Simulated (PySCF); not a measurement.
# 4-methylphenetole (SMILES CCOc1ccc(C)cc1)

Molfile (atoms numbered from 1):
```
C9H12O
     RDKit          3D

 22 22  0  0  0  0  0  0  0  0999 V2000
    4.2446   -0.4614   -0.2348 C   0  0  0  0  0  0  0  0  0  0  0  0
    2.8271   -0.8951    0.0469 C   0  0  0  0  0  0  0  0  0  0  0  0
    1.9716    0.1780   -0.2618 O   0  0  0  0  0  0  0  0  0  0  0  0
    0.6410    0.0270   -0.0898 C   0  0  0  0  0  0  0  0  0  0  0  0
   -0.1611    1.1308   -0.4091 C   0  0  0  0  0  0  0  0  0  0  0  0
   -1.5387    1.0634   -0.2603 C   0  0  0  0  0  0  0  0  0  0  0  0
   -2.1718   -0.0977    0.2079 C   0  0  0  0  0  0  0  0  0  0  0  0
   -3.6666   -0.1767    0.3349 C   0  0  0  0  0  0  0  0  0  0  0  0
   -1.3572   -1.1856    0.5250 C   0  0  0  0  0  0  0  0  0  0  0  0
    0.0311   -1.1391    0.3827 C   0  0  0  0  0  0  0  0  0  0  0  0
    4.3626   -0.1890   -1.2935 H   0  0  0  0  0  0  0  0  0  0  0  0
    4.5096    0.4138    0.3757 H   0  0  0  0  0  0  0  0  0  0  0  0
    4.9473   -1.2746   -0.0029 H   0  0  0  0  0  0  0  0  0  0  0  0
    2.7091   -1.1819    1.1090 H   0  0  0  0  0  0  0  0  0  0  0  0
    2.5603   -1.7804   -0.5607 H   0  0  0  0  0  0  0  0  0  0  0  0
    0.3283    2.0369   -0.7708 H   0  0  0  0  0  0  0  0  0  0  0  0
   -2.1432    1.9391   -0.5128 H   0  0  0  0  0  0  0  0  0  0  0  0
   -3.9684   -0.8780    1.1265 H   0  0  0  0  0  0  0  0  0  0  0  0
   -4.1038    0.8051    0.5681 H   0  0  0  0  0  0  0  0  0  0  0  0
   -4.1312   -0.5247   -0.6032 H   0  0  0  0  0  0  0  0  0  0  0  0
   -1.8146   -2.1057    0.8994 H   0  0  0  0  0  0  0  0  0  0  0  0
    0.6234   -2.0152    0.6472 H   0  0  0  0  0  0  0  0  0  0  0  0
  1  2  1  0
  2  3  1  0
  3  4  1  0
  4  5  1  0
  5  6  2  0
  6  7  1  0
  7  8  1  0
  7  9  2  0
  9 10  1  0
 10  4  2  0
  1 11  1  0
  1 12  1  0
  1 13  1  0
  2 14  1  0
  2 15  1  0
  5 16  1  0
  6 17  1  0
  8 18  1  0
  8 19  1  0
  8 20  1  0
  9 21  1  0
 10 22  1  0
M  END
```

Theory: PySCF, quadratic response CAM-B3LYP/def2-SVPD first hyperpolarisability, Taylor convention, gas phase. Geometry: PBE0-D3(BJ)/def2-SVP.

Question: Give the tensor of the static β(0;0,0) in the axes of these coordinates.

Answer: In au, Taylor convention; rows are the first index (the induced dipole):
```csv
,xx,yy,zz,xy,xz,yz
x,+230.6,-22.8,-4.9,+27.8,-27.0,+6.1
y,+27.8,+7.7,+14.7,-22.8,+6.1,+4.2
z,-27.0,+4.2,-7.9,+6.1,-4.9,+14.7
```
Norm of βᵢ = ⅓ Σⱼ (βᵢⱼⱼ + βⱼᵢⱼ + βⱼⱼᵢ): 211.3 au, hyper-Rayleigh value 95.7 au.
